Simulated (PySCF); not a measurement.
These 2 structures share the formula GeH7OPSi. Computed with PySCF 2.14.0, PBE0-D3(BJ)/def2-SVP geometry optimisation, gas phase. Energies are electronic, without zero-point or thermal terms, for one conformer each. No frequencies were run at this level. Point groups hold within 0.08 Å.

Task: Rank from lowest to highest electronic energy at this level (kcal/mol).
A. `[SiH3:1][O:2][GeH2:3][PH2:4]` with Si1–O2–Ge3–P4 11°, O2–Ge3–P4–H -177° and 89°
B. `[PH2:1][SiH2:2][O:3][GeH3:4]` with H–P1–Si2–O3 177° and 83°, P1–Si2–O3–Ge4 34°

Result: A (0.0), B (0.4).

Neighbours under 2.5 kcal/mol apart ([SiH3][O][GeH2][PH2] and P[SiH2][O][GeH3]) can change places with a better method, another conformer or zero-point energy.

```tsv
SMILES	E (Eh)	E rel (kcal/mol)	dipole (D)	point group	A, B, C (MHz)
[SiH3][O][GeH2][PH2]	-2786.21695	0.0	1.64	–	3603, 1668, 1185
P[SiH2][O][GeH3]	-2786.21626	0.4	0.47	C1	5003, 1140, 962.3
```

Task: As an exercise, what shares would exp(−E/RT) give at 500 K from these electronic energies alone (no entropy, no degeneracies)?

Result: RT = 0.994 kcal/mol: [SiH3][O][GeH2][PH2] 60.8 %, P[SiH2][O][GeH3] 39.2 %.
